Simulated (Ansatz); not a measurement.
Ideal-gas functions of Cl2FHSi, SMILES `F[SiH](Cl)Cl` at 800 K and 1 bar, from an Ansatz frequency run at PBE0-D4/def2-TZVP.

Molar mass 119.0 g/mol, point group Cs (symmetry number 1), electronic degeneracy 1, moments of inertia 104.785, 207.014, 288.425 u Å². Harmonic wavenumbers (cm⁻¹, unscaled): 180, 241, 303, 534, 615, 815, 819, 932, 2322.

Use S(trans) = R[1.5 ln M + 2.5 ln T − 1.1517]; rotational temperatures θ = 24.2544 K / I; S(rot) = R[ln(√π/σ · √(T³/θAθBθC)) + 1.5]; for each mode x = 1.438777 ν̃/T, S = R[x/(eˣ − 1) − ln(1 − e⁻ˣ)] and H = RT x/(eˣ − 1); 1 cm⁻¹ = 0.0119627 kJ/mol; R = 8.31446 J/(mol·K).

By hand: the entropy, in J/(mol·K).

Translation 189.0. Rotation: θ = 0.2315, 0.1172, 0.0841 K, giving 125.9. Vibration, mode by mode: 17.73, 15.33, 13.46, 8.96, 7.89, 5.84, 5.81, 4.93, 0.67, in all 80.6. Electronic 0.0. Sum 395.5 J/(mol·K).

By hand: H − E and G − E in kJ/mol, counted from the electronic energy.

Zero-point energy ½ × 6761 × 0.0119627 = 40.4; thermal vibration 32.4; translation, rotation and pV give 4 RT = 26.6. H − E = 99.4 kJ/mol, and G − E = 99.4 − 800 × 395.5/1000 = -217.0 kJ/mol.

Vibration gives 20 % of the entropy.
